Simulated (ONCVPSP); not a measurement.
Before and after: ONCV potential for platinum

Pt (Z = 78), optimised norm-conserving Vanderbilt (ONCV), made with ONCVPSP 4.0.1 (LDA (Perdew-Wang 92), scalar-relativistic). Core [Kr] 4d10 4f14, reference 5s2 5p6 5d9 6s0.5 (charge +0.5). Waves: 5s+6s: rc 1.85 bohr, ncon 3, nbas 6, qcut 5.8 1/bohr, 2 projectors; 5p: rc 1.25 bohr, ncon 4, nbas 7, qcut 6.9 1/bohr, 2 projectors, debl 3 Ha; 5d: rc 2.25 bohr, ncon 5, nbas 10, qcut 7.6 1/bohr, 1 projector. Local part: polynomial inside 0.80 bohr (lpopt 1, dvloc0 4 Ha). Core correction: Teter function, fcfact 4.75, rcfact 1.3.

Change: all radii but the core radius scaled by about 0.93 (s 1.72, p 1.16, d 2.08 bohr); local potential polynomial inside 0.74 bohr (lpopt 1, dvloc0 4 Ha).

Cutoffs: the cutoffs (Ha) at which the residual kinetic energy of the hardest occupied pseudo-wave falls to 1 and 0.1 mHa per electron; they do not see the model core or the augmentation charge, which bear on the density cutoff. Errors are all-electron minus pseudo energies relative to the spin-unpolarised reference configuration.

Question: Predict the effect on cutoff, ghosts and configuration errors.

Answer: The potential gets harder (78 Ha and 96 Ha → 96 Ha and 114 Ha); both files keep a bound ghost (s); of the 4 tests that both files solve, the error grows in 0 and shrinks in 1 by more than 15 % and 0.3 meV (median size 2.5 → 2.4 meV). A smaller radius makes the pseudo-wave follow the all-electron one further in, where it bends more sharply, so more plane waves are needed.

```tsv
quantity	base	changed
cutoff, loose	78 Ha	96 Ha
cutoff, tight	96 Ha	114 Ha
loose cutoff by channel	s 8.5 Ha, p 78 Ha, d 18 Ha	s 12 Ha, p 96 Ha, d 19 Ha
bound ghosts	s	s
GHOST(+) flags under 300 eV	none	p at 274.8 eV
error for 5s2 5p6 5d9 6s1, meV [ΔE -3.86 eV]	+0.6	+0.8
error for 5s2 5p6 5d9 6s0, meV [ΔE 5.68 eV]	-2.7	-2.5
error for 5s2 5p6 5d8 6s0, meV [ΔE 25.94 eV]	-2.9	-2.2
error for 5s2 5p6 5d8 6s1 6p1, meV [ΔE 2.74 eV]	+2.4	+2.7
rms error of d²Exc/dni dnj with the model core, mHa	1.40	1.30
```

 A true bound ghost makes a file unfit for plane-wave use even where its test errors are small: the radial tests pick states by their node count and pass the ghost by.
